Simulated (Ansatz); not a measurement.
BrHSi, SMILES `[SiH]Br`, charge 0, multiplicity 1.

(1) Give a relaxed structure at PBE0-D4/def2-TZVP (the Gaussian-basis code of Ansatz). (An estimate is asked.)

Results:

(1) Computed: 
Z-matrix (Å, degrees):
```
Si
Br 1 2.245
H 1 1.527 2 94.0
```
Point group Cs.
